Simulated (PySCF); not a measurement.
Computed with B3LYP-D3(BJ)/def2-TZVP // B3LYP-D3(BJ)/def2-SVP run with PySCF. All species are isolated molecules in the gas phase. One relaxed conformer stands for a flexible species; it need not be the lowest. B3LYP has the VWN-RPA correlation part, as in Gaussian. Delta-SCF ions had no search for a lower state. Excitations are Tamm–Dancoff values on a coarser integration grid. The basis has no diffuse functions, so Rydberg states are missing or too high.

Reference species (SMILES): `CO[Si](Br)(Br)Br` (C–O–Si–Br torsion 60°) (neutral, multiplicity 1).

The vertical ionisation energy (Delta-SCF) comes out as 10.20 eV and the S1 excitation (TDA) comes out as 5.74 eV. The LUMO is -1.44 eV and the S1 oscillator strength comes out as 0.000.

Changed species: `Br[Si](Br)(Br)Br` (0 of 4 Br replaced by OCH3; the reference has 1 of 4 Br replaced by OCH3).

Problem. Give the shifts of the vertical ionisation energy (Delta-SCF), S1 excitation (TDA), LUMO and S1 oscillator strength.

Solution. the vertical ionisation energy (Delta-SCF) rises by 0.17 eV, to 10.37 eV; the S1 excitation (TDA) falls by 0.47 eV, to 5.27 eV; the LUMO decreases by 0.74 eV, to -2.18 eV; the S1 oscillator strength hardly moves.
